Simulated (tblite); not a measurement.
C₅H₁₁FO₂Si₂.
SMILES with atom numbers: `[CH3:1][C:2](=[O:3])[O:4][SiH2:5][CH2:6]/[CH:7]=[C:8](/[F:9])[SiH3:10]` (hydrogens: H11, H12, H13 on C1; H14, H15 on Si5; H16, H17 on C6; H18 on C7; H19, H20, H21 on Si10)

Computed with GFN2-xTB (tblite), gas phase: L-BFGS steps from a force-field or distance-geometry start until the largest atomic force falls under 0.01 eV/Å.

Step 15: E = -889.0374 eV
```
atom  x, y, z in Å  |  force x, y, z in eV/Å
C1     -3.9814    1.1832   -0.5240   -0.003   0.003   0.020
C2     -3.0429    0.1215   -0.0384    0.000   0.030   0.035
O3     -3.3888   -0.8262    0.6172    0.034   0.012   0.072
O4     -1.7750    0.2921   -0.3947   -0.047  -0.058  -0.132
Si5    -0.7278   -0.8557    0.2315   -0.009   0.069  -0.089
C6      0.9533   -0.7440   -0.6610    0.095  -0.017  -0.019
C7      2.0181   -1.1558    0.2896   -0.052   0.135   0.139
C8      2.9867   -0.3460    0.7045   -0.066  -0.123  -0.086
F9      3.8878   -0.8558    1.5994   -0.020   0.029   0.033
Si10    3.3362    1.4386    0.1841    0.039   0.006   0.047
H11    -4.5662    0.7567   -1.3365    0.040   0.115  -0.120
H12    -4.6787    1.4399    0.2688    0.012   0.010   0.056
H13    -3.4349    2.0621   -0.8484   -0.031  -0.023  -0.109
H14    -1.2792   -2.1666   -0.0465   -0.010  -0.233   0.031
H15    -0.6657   -0.4786    1.6292    0.115  -0.067   0.240
H16     1.1874    0.2416   -1.0604   -0.119  -0.022   0.019
H17     0.9554   -1.4470   -1.4978   -0.043   0.060   0.009
H18     1.9361   -2.1547    0.7043    0.051   0.046  -0.108
H19     4.1628    2.0898    1.1895    0.106  -0.043   0.098
H20     4.0284    1.4028   -1.1020    0.019   0.027  -0.096
H21     2.0794    2.1737    0.0910   -0.110   0.047  -0.041
```

Step 16: E = -889.0456 eV
```
atom  x, y, z in Å  |  force x, y, z in eV/Å
C1     -3.9730    1.1819   -0.5255   -0.039  -0.013   0.024
C2     -3.0424    0.1144   -0.0335   -0.068   0.057   0.021
O3     -3.3872   -0.8266    0.6339    0.091   0.115  -0.009
O4     -1.7785    0.2831   -0.4050   -0.036  -0.150  -0.066
Si5    -0.7324   -0.8607    0.2300   -0.021   0.005  -0.011
C6      0.9481   -0.7454   -0.6603    0.037   0.022  -0.034
C7      2.0177   -1.1511    0.2845   -0.137   0.070   0.123
C8      2.9840   -0.3442    0.7029    0.009  -0.004  -0.067
F9      3.8848   -0.8516    1.5991   -0.028   0.006   0.030
Si10    3.3360    1.4410    0.1883    0.048   0.059   0.012
H11    -4.5610    0.7609   -1.3400    0.086   0.119  -0.111
H12    -4.6750    1.4452    0.2610    0.028   0.021   0.072
H13    -3.4133    2.0554   -0.8475   -0.079  -0.069  -0.097
H14    -1.2792   -2.1796   -0.0396    0.011  -0.158   0.038
H15    -0.6726   -0.4815    1.6305    0.109  -0.076   0.174
H16     1.1684    0.2381   -1.0657   -0.066   0.080   0.021
H17     0.9451   -1.4426   -1.4986   -0.020  -0.028  -0.032
H18     1.9329   -2.1479    0.6975    0.064  -0.040  -0.071
H19     4.1733    2.0834    1.1918    0.085  -0.049   0.094
H20     4.0303    1.4094   -1.0985    0.002   0.021  -0.080
H21     2.0850    2.1901    0.0944   -0.077   0.009  -0.032
```

Step 17: E = -889.0531 eV
```
atom  x, y, z in Å  |  force x, y, z in eV/Å
C1     -3.9679    1.1810   -0.5266   -0.060  -0.012   0.013
C2     -3.0427    0.1106   -0.0301   -0.090   0.053  -0.008
O3     -3.3843   -0.8249    0.6471    0.102   0.170  -0.043
O4     -1.7819    0.2743   -0.4152   -0.016  -0.190  -0.016
Si5    -0.7363   -0.8644    0.2288   -0.028  -0.084   0.082
C6      0.9449   -0.7459   -0.6598   -0.057   0.057  -0.036
C7      2.0155   -1.1460    0.2831   -0.168   0.002   0.072
C8      2.9828   -0.3431    0.7010    0.068   0.111  -0.032
F9      3.8825   -0.8481    1.6002   -0.039  -0.012   0.016
Si10    3.3364    1.4435    0.1918    0.047   0.099  -0.024
H11    -4.5567    0.7672   -1.3450    0.106   0.102  -0.091
H12    -4.6719    1.4492    0.2563    0.033   0.030   0.075
H13    -3.3994    2.0498   -0.8490   -0.099  -0.079  -0.076
H14    -1.2780   -2.1928   -0.0332    0.042  -0.056   0.050
H15    -0.6738   -0.4866    1.6349    0.091  -0.087   0.066
H16     1.1517    0.2368   -1.0693   -0.014   0.151   0.022
H17     0.9368   -1.4390   -1.4994    0.009  -0.088  -0.054
H18     1.9318   -2.1432    0.6905    0.061  -0.102  -0.030
H19     4.1832    2.0768    1.1955    0.055  -0.057   0.075
H20     4.0313    1.4149   -1.0975   -0.020   0.019  -0.045
H21     2.0871    2.2017    0.0954   -0.024  -0.029  -0.017
```

Question: Estimate the geometry and energy of step 18. (The exact step hangs on the optimiser's Hessian estimate; all steps are aligned on step 17, rigid shifts and turns removed.)

Answer: E = -889.0619 eV, largest force 0.239 eV/Å
```
atom  x, y, z in Å  |  force x, y, z in eV/Å
C1     -3.9640    1.1802   -0.5279   -0.063   0.007  -0.005
C2     -3.0438    0.1085   -0.0275   -0.066   0.015  -0.042
O3     -3.3796   -0.8202    0.6616    0.065   0.185  -0.035
O4     -1.7860    0.2612   -0.4275    0.012  -0.184   0.022
Si5    -0.7409   -0.8700    0.2290   -0.025  -0.171   0.165
C6      0.9406   -0.7452   -0.6601   -0.149   0.081  -0.029
C7      2.0110   -1.1394    0.2840   -0.142  -0.051  -0.003
C8      2.9824   -0.3410    0.6983    0.077   0.189   0.005
F9      3.8796   -0.8441    1.6021   -0.056  -0.021  -0.014
Si10    3.3377    1.4480    0.1953    0.041   0.116  -0.053
H11    -4.5510    0.7767   -1.3528    0.100   0.062  -0.065
H12    -4.6682    1.4538    0.2528    0.029   0.035   0.065
H13    -3.3871    2.0425   -0.8525   -0.099  -0.052  -0.050
H14    -1.2754   -2.2090   -0.0247    0.069   0.046   0.062
H15    -0.6716   -0.4952    1.6417    0.062  -0.093  -0.055
H16     1.1323    0.2386   -1.0725    0.035   0.176   0.031
H17     0.9276   -1.4362   -1.5008    0.045  -0.112  -0.048
H18     1.9320   -2.1398    0.6821    0.048  -0.120   0.008
H19     4.1954    2.0678    1.2012    0.015  -0.060   0.046
H20     4.0316    1.4215   -1.0975   -0.040   0.020  -0.006
H21     2.0884    2.2130    0.0953    0.040  -0.066   0.003
```

The energy changes by -0.0088 eV. The first-order estimate −F·Δx gives -0.0119 eV and the mean of the old and new forces, exact on a quadratic surface, -0.0088 eV. The step makes an angle of 67° with the force vector and moves no atom by more than 0.020 Å.

The cost below is that of the whole relaxation. The run took 2.7 s wall on an Arm Neoverse N1 with one thread, no GPU, shared host.
